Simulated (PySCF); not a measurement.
Kr³³⁺ (krypton, charge +33): B3LYP calculation

Configuration: [He] 2s1, 2S determinant. Calculation: PySCF 2.14, in an even-tempered Gaussian basis (19 s from 11 bohr⁻², ratio 2.2; 8 p from 17 bohr⁻², ratio 2.4; 5 d from 52 bohr⁻², ratio 2.4; 5 f from 78 bohr⁻², ratio 2.4; 4 g from 120 bohr⁻², ratio 2.4); the spin-free X2C one-electron Hamiltonian (Gaussian nucleus).

```
Total energy                : -1446.834 hartree
One-electron energy         : -1484.371 hartree
Hartree (Coulomb) energy    : 64.065 hartree
Exchange-correlation energy : -26.527 hartree
⟨S²⟩                        : 0.7500
⟨L²⟩                        : 0.000
Sum of ⟨r⟩                  : 0.2498 bohr
Sum of ⟨r²⟩                 : 0.03765 bohr²
```

| shell | electrons | mean orbital energy (eV) | rms radius, mean of both spins (bohr) |
| --- | --- | --- | --- |
| 1s α | 1 | -16936.8 | 0.0474 |
| 1s β | 1 | -16924.2 | 0.0474 |
| 2s α | 1 | -4068.9 | 0.182 |

Densities and radii are taken from the X2C orbitals without a picture-change correction, which distorts them close to the nucleus.
